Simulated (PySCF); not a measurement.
TPSS single point of quartet WH3 at its PBE0 minimum.

Input, equivalent to the run apart from its starting density:

```python
from pyscf import gto, scf, dft
mol = gto.M(atom='''
W      0.000000    -0.000000     0.007846
H      1.640177    -0.000008    -0.477333
H     -0.820081     1.420439    -0.477333
H     -0.820096    -1.420431    -0.477333''',
    basis={'W': 'def2-TZVP', 'H': 'def2-TZVP'},
    ecp={'W': 'def2-TZVP'},
    charge=0, spin=3)
mf = dft.UKS(mol, xc='TPSS')
mf.grids.atom_grid = (90, 434)
aux = {'W': 'def2-universal-JKFIT', 'H': 'def2-universal-JKFIT'}
mf = mf.density_fit(auxbasis=aux)
mf.conv_tol = 1e-08
mf.diis_space = 10
mf.max_cycle = 60
mf.verbose = 4
mf.kernel()
```

SCF log (excerpt):

```
init E= -68.7767331714155
cycle= 1 E= -68.7776891595236  delta_E= -0.000956  |g|= 0.0159  |ddm|= 0.0865
cycle= 2 E= -68.7771433139906  delta_E= 0.000546  |g|= 0.0345  |ddm|= 0.0539
cycle= 3 E= -68.7778847340407  delta_E= -0.000741  |g|= 0.00185  |ddm|= 0.0339
cycle= 4 E= -68.7778871777318  delta_E= -2.44e-06  |g|= 0.00096  |ddm|= 0.0032
cycle= 5 E= -68.7778878284409  delta_E= -6.51e-07  |g|= 0.000412  |ddm|= 0.00165
cycle= 6 E= -68.7778880403726  delta_E= -2.12e-07  |g|= 6.84e-05  |ddm|= 0.000952
cycle= 7 E= -68.7778880463776  delta_E= -6e-09  |g|= 1.21e-05  |ddm|= 0.000189
Extra cycle  E= -68.7778880463449  delta_E= 3.26e-11  |g|= 1.74e-05  |ddm|= 4.39e-05
converged SCF energy = -68.7778880463449  <S^2> = 3.7724782  2S+1 = 4.0112233
```

Open d and f shells are described by one determinant, and the ground state may have another occupation or spin. No spin–orbit coupling is included, which matters more the heavier the element.

This run, together with those of the ionised and electron-attached species (not shown), took 12 s on 2 threads of a shared Arm Neoverse V2 host, with 58 basis functions; the process peaked at 0.71 GiB.
